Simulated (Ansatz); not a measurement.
silene (SMILES C=[SiH2]) moved off its minimum; all values from Ansatz (a quantum-chemistry and plane-wave program), cores frozen in correlated methods.
(charge 0, multiplicity 1)
```xyz
6

C     -1.2073    -0.0594    -0.0159
Si     0.6711     0.0559     0.0061
H     -1.6908     0.7983    -0.2559
H     -1.7268    -0.9791    -0.0372
H      1.3792    -1.2511     0.1111
H      1.3340     1.2357     0.0143
```

```json
[
 {"level": "HF/def2-TZVPP", "largest force (eV/Å)": "7.41", "on atom": "Si2", "rms difference from CCSD(T)/aug-cc-pV(T+d)Z (eV/Å)": "0.437", "dipole (D)": "1.53"},
 {"level": "PBE/def2-TZVPP", "largest force (eV/Å)": "6.38", "on atom": "Si2", "rms difference from CCSD(T)/aug-cc-pV(T+d)Z (eV/Å)": "0.133", "dipole (D)": "0.98"},
 {"level": "r2SCAN/def2-TZVPP", "largest force (eV/Å)": "6.60", "on atom": "Si2", "rms difference from CCSD(T)/aug-cc-pV(T+d)Z (eV/Å)": "0.159", "dipole (D)": "1.03"},
 {"level": "B3LYP/def2-TZVPP", "largest force (eV/Å)": "6.53", "on atom": "Si2", "rms difference from CCSD(T)/aug-cc-pV(T+d)Z (eV/Å)": "0.146", "dipole (D)": "1.13"},
 {"level": "wB97M-V/def2-TZVPP", "largest force (eV/Å)": "6.89", "on atom": "Si2", "rms difference from CCSD(T)/aug-cc-pV(T+d)Z (eV/Å)": "0.286", "dipole (D)": "1.30"},
 {"level": "MP2/aug-cc-pV(T+d)Z", "largest force (eV/Å)": "6.40", "on atom": "Si2", "rms difference from CCSD(T)/aug-cc-pV(T+d)Z (eV/Å)": "0.087", "dipole (D)": "1.27"},
 {"level": "CCSD(T)/aug-cc-pV(T+d)Z", "largest force (eV/Å)": "6.14", "on atom": "Si2", "rms difference from CCSD(T)/aug-cc-pV(T+d)Z (eV/Å)": "0.000", "dipole (D)": "1.00"}
]
```

The differences count from one level among others, with limits of its own. Forces at CCSD(T)/aug-cc-pV(T+d)Z (eV/Å):

| atom | Fx | Fy | Fz |
|---|---|---|---|
| C1 | 5.520 | -1.021 | 0.366 |
| Si2 | -5.020 | -3.540 | -0.050 |
| H3 | -1.742 | 2.526 | -0.462 |
| H4 | -0.402 | -0.884 | 0.040 |
| H5 | 0.161 | 0.444 | 0.093 |
| H6 | 1.484 | 2.475 | 0.012 |

Doubts at one or more of the structures used: a restricted determinant that unrestricted orbitals would lower (MP2/aug-cc-pV(T+d)Z, CCSD(T)/aug-cc-pV(T+d)Z).
